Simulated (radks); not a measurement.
Ionisation of the oxygen ion O2+, [He] 2s2 2p2, to [He] 2s2 2p1 as the strength of local exchange is varied. Method: Dirac Kohn-Sham, Slater X-alpha exchange (alpha = 2/3 is LDA exchange), no correlation, spin-unpolarised, spherical densities, point nucleus; open shells are shared between the two j in proportion to 2j + 1; computed with a radial shooting solver on a logarithmic mesh with Libxc functionals.

alpha = 0.576: E(O2+) (hartree) -71.38719; exchange (hartree) -5.42117; IE (eV) 50.232; -e of the level emptied (eV) 39.756 (2p3/2); <r> of it (bohr) 1.024
alpha = 0.667: E(O2+) (hartree) -72.24720; exchange (hartree) -6.32961; IE (eV) 52.285; -e of the level emptied (eV) 41.693 (2p3/2); <r> of it (bohr) 1.007
alpha = 0.677: E(O2+) (hartree) -72.34214; exchange (hartree) -6.43030; IE (eV) 52.513; -e of the level emptied (eV) 41.908 (2p3/2); <r> of it (bohr) 1.005
alpha = 0.762: E(O2+) (hartree) -73.15258; exchange (hartree) -7.29308; IE (eV) 54.473; -e of the level emptied (eV) 43.764 (2p3/2); <r> of it (bohr) 0.9896
alpha = 1.031: E(O2+) (hartree) -75.75812; exchange (hartree) -10.10482; IE (eV) 60.917; -e of the level emptied (eV) 49.902 (2p3/2); <r> of it (bohr) 0.9443

NIST Atomic Spectra Database: 54.936 eV (semi-empirical). The Delta-SCF value meets it near alpha = 0.78. Spin polarisation and multiplet splitting are left out, so open shells lie too high by an amount that depends on their filling.

Beside tabulated values, note that spin-unpolarised runs miss the spin-polarisation part of the exchange energy of open shells.
